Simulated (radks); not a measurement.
Values are calculated unless marked as measured or tabulated.
Species: Cr19+. Configuration: [He] 2s2 2p1 (the NIST ground configuration). Level of theory: scalar-relativistic Kohn-Sham, LB94 model potential, spin-polarised, spherical densities, finite nucleus; open shells are filled with parallel spins first; Fermi nuclear charge, rms radius 3.6452 fm (a radial shooting solver on a logarithmic mesh with Libxc functionals).

Unscreened Slater integrals over Kohn-Sham orbitals (eV). They are taken over the spin-up orbitals.

integral    value
F0(2p,2p)  107.86
F2(2p,2p)  51.586
F0(2p,2s)  97.934
G1(2p,2s)  55.110
F0(2p,1s)  145.98
G1(2p,1s)  27.597
F0(2s,2s)  91.739
F0(2s,1s)  128.39
G0(2s,1s)  12.573
F0(1s,1s)  405.40

Derived for the open shells (J is the average intra-shell exchange parameter used in DFT+U). 2p: J = F2/5 = 10.32 eV.
